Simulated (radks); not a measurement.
These are the eigenvalues of the occupied orbitals of an atom or ion with whole-number occupations (Ry). Method: scalar-relativistic Kohn-Sham, HCTH/407, spin-unpolarised, spherical densities, finite nucleus; Fermi nuclear charge, rms radius of each element as measured or else 0.836 A^(1/3) + 0.57 fm; computed with a radial shooting solver on a logarithmic mesh with Libxc functionals.

orbital  eigenvalue
1s        -2226.631
2s        -339.3278
2p        -304.8392
3s        -66.64298
3p        -55.38252
3d        -38.18522
4s        -11.01866
4p         -7.56378
4d         -2.53330
5s         -0.95488
5p         -0.36232

Which element is it, and in what charge state? The configuration may be excited.

Answer. Z = 51, antimony, charge 0: Sb in [Kr] 4d10 5s2 5p3. The list shows which subshells hold electrons but not how many an open one holds; the 1s level, -1113.3 hartree, gives Z - s = 47.2 by -(Z - s)^2/2, which with screening and relativity narrows Z to a few neighbours, and the depths of the outer levels then fix element, charge and occupations together.
